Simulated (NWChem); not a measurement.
System: BH2OF; SMILES OBF

NWChem printed, in part:

```
             Northwest Computational Chemistry Package (NWChem) 7.3.0
             --------------------------------------------------------

                             Geometry "geometry" -> ""
                             -------------------------

 Output coordinates in angstroms (scale by  1.889725989 to convert to a.u.)

  No.       Tag          Charge          X              Y              Z
 ---- ---------------- ---------- -------------- -------------- --------------
    1 B                    5.0000    -0.43244600    -0.02851800     0.00000000
    2 H                    1.0000    -1.65134700    -0.03659500     0.00000000
    3 F                    9.0000     0.22299100    -1.19013100     0.00000000
    4 O                    8.0000     0.31393500     1.10275500     0.00000000
    5 H                    1.0000    -0.23895200     1.90319100     0.00000000

 Effective nuclear repulsion energy (a.u.)      63.7317623914

                              NWChem Property Module
                              ----------------------

  itol2e modified to match energy
  convergence criterion.

                                 NWChem DFT Module
                                 -----------------

 Summary of "ao basis" -> "ao basis" (spherical)
 ------------------------------------------------------------------------------
       Tag                 Description            Shells   Functions and Types
 ---------------- ------------------------------  ------  ---------------------
 B                           6-31g*                  6       14   3s2p1d
 H                           6-31g*                  2        2   2s
 F                           6-31g*                  6       14   3s2p1d
 O                           6-31g*                  6       14   3s2p1d

  itol2e modified to match energy
  convergence criterion.

            General Information
            -------------------
          SCF calculation type: DFT
          Wavefunction type:  closed shell.
          No. of atoms     :     5
          No. of electrons :    24
           Alpha electrons :    12
            Beta electrons :    12
          Charge           :     0
          Spin multiplicity:     1
          Use of symmetry is: off; symmetry adaption is: off
          Maximum number of iterations: 150
          AO basis - number of functions:    46
                     number of shells:    22
          Convergence on energy requested:  1.00D-07
          Convergence on density requested:  1.00D-05
          Convergence on gradient requested:  5.00D-04

              XC Information
              --------------
                         PBE0 Method XC Functional
                     Hartree-Fock (Exact) Exchange  0.250
          PerdewBurkeErnzerhof Exchange Functional  0.750
            Perdew 1991 LDA Correlation Functional  1.000 local
           PerdewBurkeErnz. Correlation Functional  1.000 non-local

             Grid Information
             ----------------
          Grid used for XC integration:  fine
          Radial quadrature: Mura-Knowles
          Angular quadrature: Lebedev.
          Tag              B.-S. Rad. Rad. Pts. Rad. Cut. Ang. Pts.
          ---              ---------- --------- --------- ---------
          B                   0.85       70           7.0       590
          H                   0.35       60           8.0       590
          F                   0.50       70           8.0       590
          O                   0.60       70           7.0       590
          Grid pruning is: on
          Number of quadrature shells:   330
          Spatial weights used:  Erf1

      Superposition of Atomic Density Guess
      -------------------------------------

 Sum of atomic energies:        -199.64923783

      Non-variational initial energy
      ------------------------------

 Total energy =    -200.497927
 1-e energy   =    -401.835064
 2-e energy   =     137.605375
 HOMO         =      -0.436930
 LUMO         =       0.092899

[...]

          -----------------------
          Electric field gradient
          -----------------------

 1 a.u. = 0.324123 10**(16) esu/cm**3  ( or statvolts/cm**2 ) = 0.97174 10**(22) v/m**2

 ------------------------------------------------------------
   Atom      X         Y         Z
 ------------------------------------------------------------
    1 B   -0.81720  -0.05389   0.00000
 ------------------------------------------------------------

 Electric field gradient in molecular frame (a.u.)
         XX             YY             ZZ             XY             XZ             YZ
 ------------------------------------------------------------------------------------------
        0.220085       0.098040      -0.318125       0.041075      -0.000000      -0.000000

 Principal components (a.u.) and orientation
 of principal axis w.r.t. absolute frame                      Asymmetry parameter eta
 --------------------------------------------------------------------------------------
       -0.318125       0.232621       0.085503                       0.462454

        0.000000       0.956444      -0.291915
        0.000000       0.291915       0.956444
        1.000000      -0.000000      -0.000000

 ------------------------------------------------------------
   Atom      X         Y         Z
 ------------------------------------------------------------
    2 H   -3.12059  -0.06915   0.00000
 ------------------------------------------------------------

 Electric field gradient in molecular frame (a.u.)
         XX             YY             ZZ             XY             XZ             YZ
 ------------------------------------------------------------------------------------------
       -0.180432       0.090138       0.090294      -0.000021       0.000000       0.000000

 Principal components (a.u.) and orientation
 of principal axis w.r.t. absolute frame                      Asymmetry parameter eta
 --------------------------------------------------------------------------------------
       -0.180432       0.090294       0.090138                       0.000867

        1.000000       0.000000      -0.000078
        0.000078       0.000000       1.000000
       -0.000000       1.000000      -0.000000

 ------------------------------------------------------------
   Atom      X         Y         Z
 ------------------------------------------------------------
    3 F    0.42139  -2.24902   0.00000
 ------------------------------------------------------------

 Electric field gradient in molecular frame (a.u.)
         XX             YY             ZZ             XY             XZ             YZ
 ------------------------------------------------------------------------------------------
        0.535700      -0.716877       0.181177       1.034375      -0.000000       0.000000

 Principal components (a.u.) and orientation
 of principal axis w.r.t. absolute frame                      Asymmetry parameter eta
 --------------------------------------------------------------------------------------
       -1.299790       1.118613       0.181177                       0.721221

       -0.490950       0.871188       0.000000
        0.871188       0.490950       0.000000
       -0.000000      -0.000000       1.000000

 ------------------------------------------------------------
   Atom      X         Y         Z
 ------------------------------------------------------------
    4 O    0.59325   2.08390   0.00000
 ------------------------------------------------------------

 Electric field gradient in molecular frame (a.u.)
         XX             YY             ZZ             XY             XZ             YZ
 ------------------------------------------------------------------------------------------
        0.390272      -1.092854       0.702582       0.471191      -0.000000       0.000000

 Principal components (a.u.) and orientation
 of principal axis w.r.t. absolute frame                      Asymmetry parameter eta
 --------------------------------------------------------------------------------------
       -1.229890       0.702582       0.527308                       0.142512

       -0.279259      -0.000000       0.960216
        0.960216      -0.000000       0.279259
       -0.000000       1.000000       0.000000

 ------------------------------------------------------------
   Atom      X         Y         Z
 ------------------------------------------------------------
    5 H   -0.45155   3.59651   0.00000
 ------------------------------------------------------------

 Electric field gradient in molecular frame (a.u.)
         XX             YY             ZZ             XY             XZ             YZ
 ------------------------------------------------------------------------------------------
        0.005009      -0.232986       0.227977       0.296705       0.000000      -0.000000

 Principal components (a.u.) and orientation
 of principal axis w.r.t. absolute frame                      Asymmetry parameter eta
 --------------------------------------------------------------------------------------
       -0.433666       0.227977       0.205690                       0.051393

       -0.560249      -0.000000       0.828324
        0.828324      -0.000000       0.560249
        0.000000       1.000000       0.000000
```

Level: PBE0/6-31G* (spherical d). Geometry: optimised at PBE-D3(BJ)/def2-SVP. NWChem prints the field gradient with the sign opposite to the second derivative of the potential.

Which NWChem input produces such a log?

Several could match; the one computed here: the input that was run:
```
start job
memory heap 200 mb stack 900 mb global 1100 mb
geometry units angstroms noautosym nocenter noautoz
  B     -0.432446    -0.028518     0.000000
  H     -1.651347    -0.036595     0.000000
  F      0.222991    -1.190131     0.000000
  O      0.313935     1.102755     0.000000
  H     -0.238952     1.903191     0.000000
end
basis spherical
  * library 6-31g*
end
dft
  xc pbe0
  iterations 150
end
property
  efieldgrad
end
task dft property
```
